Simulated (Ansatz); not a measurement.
A single point on ClF$_{4}$Ta, SMILES `[F][Ta]([F])([F])([F])[Cl]`.

```yaml
crystal:
  periodic: [false, false, false]
  atoms:
    - {symbol: F, position_ang: [-1.518968, -0.020448, -1.047808]}
    - {symbol: Ta, position_ang: [-0.021362, -0.043241, 0.029320]}
    - {symbol: F, position_ang: [-0.955687, -1.124002, 1.242645]}
    - {symbol: F, position_ang: [1.228615, -1.388342, -0.149531]}
    - {symbol: F, position_ang: [0.174393, 1.222533, 1.356619]}
    - {symbol: Cl, position_ang: [1.135108, 1.289300, -1.477544]}
basis:
  gaussian: {orbitals: def2-QZVPP}
correlation: {method: mp2}
```

```sh
$ ansatz run in.yaml --threads 4 --pin off --events-out ev --progress --plain
```

It prints (some lines left out):

```
Functional definition: HF
2369 factors; integrals over basis functions are off by at most 6.5e-4 eV
mean field evaluation 1: about -24869.4924 eV, gradient 6.7e1 eV
mean field evaluation 2: about -24869.6727 eV, gradient 6.7e1 eV
mean field evaluation 4: about -24877.1220 eV, gradient 2.3e0 eV
mean field evaluation 8: about -24877.1676 eV, gradient 2.1e-1 eV
mean field -24877.16785300 eV, -914.2190562478 hartree, gradient 1.5e-6 eV, S^2 0.000000; 0 other end points of the search recorded, 0 dependent functions left out
9 core orbitals not correlated: weight in the atoms' cores, before any rotation towards them, 1.000 or more for the frozen orbitals, at most 0.000 for the correlated occupied ones
reference -24877.16785300 eV, -914.2190562478 hartree; 24, 24 occupied and 346, 346 virtual orbitals, 2369 factors
second order -47.81941809 eV of doubles, -0.00000000 eV of singles
Total energy: -24924.98727109 eV, -915.9763874494 hartree
```

Hardware: 4 threads of a server CPU on a shared host. Wall time 8 s, peak host memory 1.6 GiB.
